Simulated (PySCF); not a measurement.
**Basis and Hamiltonian dependence of the ionisation energy of Co⁺**

Co⁺ [Ar] 3d8 (3F) → Co²⁺ [Ar] 3d7 (4F). All values are computed (PySCF 2.14, energy differences of UHF-based or UKS calculations, no spin-orbit coupling). Values in eV.

| basis | Hamiltonian | functions | UHF | LDA | PBE0 | MP2 (valence) | CCSD(T) (valence) | CCSD(T) (valence and next inner shell) |
| --- | --- | --- | --- | --- | --- | --- | --- | --- |
| def2-SVP | non-relativistic | 31 | 13.842 | 17.520 | 16.555 | 15.777 | n/a | n/a |
| def2-TZVP | non-relativistic | 45 | 14.368 | n/a | n/a | 16.694 | n/a | n/a |
| pcseg-2 | non-relativistic | 56 | 14.300 | n/a | 17.336 | 16.929 | n/a | n/a |
| aug-cc-pVDZ-DK | spin-free X2C | 59 | 14.248 | 18.086 | 17.081 | 16.783 | 16.441 | n/a |
| ANO-RCC-VTZP | spin-free X2C | 59 | 14.729 | 18.167 | 17.315 | 17.380 | 16.967 | 17.083 |
| def2-TZVPPD | non-relativistic | 67 | 14.352 | 18.468 | 17.340 | 16.992 | 16.649 | 16.891 |
| x2c-TZVPPall with one added diffuse shell each of s, p, d, f type | spin-free X2C | 80 | 14.200 | 18.344 | 17.208 | 16.922 | 16.585 | 16.832 |
| aug-cc-pVTZ-DK | spin-free X2C | 93 | 14.187 | 18.366 | 17.212 | 16.974 | 16.633 | n/a |
| def2-QZVPPD | non-relativistic | 100 | 14.329 | 18.458 | 17.332 | 17.092 | 16.754 | n/a |
| x2c-QZVPPall | spin-free X2C | 103 | 14.177 | 18.338 | 17.202 | 16.969 | 16.625 | n/a |
| aug-cc-pVTZ with one added diffuse shell each of s, p, d, f, g type | non-relativistic | 118 | 14.338 | 18.487 | 17.343 | 17.108 | n/a | n/a |
| aug-cc-pwCVTZ | non-relativistic | 127 | 14.328 | 18.457 | 17.330 | 17.142 | n/a | n/a |
| aug-cc-pwCVTZ-DK with one added diffuse shell each of s, p, d, f, g type | spin-free X2C | 152 | 14.177 | 18.336 | 17.199 | 17.024 | n/a | n/a |

Estimate the row for aug-cc-pVTZ (non-relativistic, 93 functions).

From the rows with the same Hamiltonian and similar size; the calculation gives UHF 14.34; LDA 18.49; PBE0 17.34; MP2 (valence) 17.10; CCSD(T) (valence) 16.76 (eV).

Frozen in the all-electron rows: valence: [Ar]; valence and next inner shell: [Ne].

At UHF, def2-SVP, ANO-RCC-VTZP lie more than 0.3 eV from the median of the rows with comparable relativity. Sets contracted for the neutral atom can be stiff in a shell that they treat as core.

Non-relativistic rows lack the scalar-relativistic shift.

Between the lowest levels the reference is 17.084 eV (measured; NIST Atomic Spectra Database, ionization energies); it includes spin-orbit coupling, which these numbers lack.
